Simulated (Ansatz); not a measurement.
`[Cl][Zn][Br]` + NH₃ → `[NH2][Zn][Br]` + HCl at 600 K and 1 bar (ligand exchange at a Zn–Cl bond).

Computed with Ansatz on PBE0-D4/def2-TZVP structures; ΔE is electronic, products minus reactants. CCSD(T)/CBS is the MP2 limit (def2-TZVPP, def2-QZVPP) plus CCSD(T) − MP2 in def2-TZVPP, frozen cores. This one scheme is used for every species. For Br, Zn outer-core shells are correlated without core-valence functions, which leaves a few kJ/mol of doubt a bond. Scalar relativity is left out up to krypton. One conformer a species, not always the lowest.

| species | CCSD(T)/CBS energy (Eh) | H − E (kJ/mol) | S (J/(mol·K)) |
| --- | --- | --- | --- |
| `[Cl][Zn][Br]` | -4811.59312 | 38.2 | 336.0 |
| NH₃ | -56.50880 | 112.4 | 219.5 |
| `[NH2][Zn][Br]` | -4407.67573 | 106.0 | 360.8 |
| HCl | -460.38127 | 35.4 | 207.2 |

H − E and S are ideal-gas, rigid-rotor, harmonic terms from PBE0-D4/def2-TZVP, for one conformer and one mirror image of each species. 1 Eh = 2625.50 kJ/mol, R = 8.31446 J/(mol·K).

**Question.** By hand: ΔE, ΔH, ΔS and ΔG.

**Answer.** ΔE = (-4407.67573) + (-460.38127) − (-4811.59312) − (-56.50880) = 0.04492 Eh = 117.9 kJ/mol. Δ(H − E) = 106.0 + 35.4 − 38.2 − 112.4 = -9.2, so ΔH = 108.7 kJ/mol. ΔS = 360.8 + 207.2 − 336.0 − 219.5 = 12.5 J/(mol·K). ΔG = 108.7 − 600 × (12.5)/1000 = 101.2 kJ/mol.

**Question.** By hand: the equilibrium constant, and the temperature at which ΔG would vanish if ΔH and ΔS stayed fixed.

**Answer.** log₁₀ K = −ΔG/(RT ln 10) = -8.8. ΔG = 0 at ΔH/ΔS = 8696 K, far beyond where these terms or the molecules hold.

The number of gas molecules stays the same, so ΔS is small and ΔH decides. A doubt of 5 kJ/mol in ΔE shifts log₁₀ K by 0.4 here. Other conformers and mirror images would add mixing entropy, several J/(mol·K) or more a flexible species. These are equilibria of isolated gas molecules and say nothing of rates. Largest T1 diagnostic: 0.012 (customary marks: 0.02 for closed shells, 0.045 for open ones).
